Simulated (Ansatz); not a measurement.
Reaction (β-hydride elimination): `CCB(O)O` → `OBO` + `C=C`

Gas-phase electronic energies from Ansatz, PBE0-D4/def2-TZVP geometries. CBS: MP2 limit from def2 TZ/QZ plus the TZ coupled-cluster correction, frozen cores. This one scheme is used for every species. DFT in def2-TZVPP. B3LYP here is the variant with VWN-RPA as its local correlation; programs differ in this. One conformer a species, not always the lowest.

```tsv
level	ΔE (kJ/mol)	difference from CCSD(T)/CBS
B3LYP-D4	137.1	-6.9
ωB97X-V	156.8	12.8
B2PLYP	134.3	-9.7
r2SCAN	153.9	9.9
PBE0	156.6	12.6
SCS-MP2/def2-TZVPP	140.0	-4.0
CCSD/def2-TZVPP	142.8	-1.2
MP2/def2-QZVPP	152.8	8.8
MP2/CBS(def2)	153.5	9.5
CCSD/CBS(def2)	143.6	-0.4
CCSD(T)/CBS	144.0	0
```

Largest T1 diagnostic among the species: 0.013.

In def2-TZVPP, CCSD(T) changes the Hartree–Fock value by +26.6 kJ/mol (the triples alone add +0.4 kJ/mol) and MP2 by +36.1 kJ/mol. From PBE to PBE0 (25 % exact exchange), in def2-TZVPP and without D4, ΔE moves by +12.1 kJ/mol. The D4 term adds +13.0 kJ/mol with B3LYP and +7.1 kJ/mol with PBE0; it sums over pairs of atoms, weighted by their polarisabilities, and B3LYP, whose exchange is more repulsive, gets the larger term.
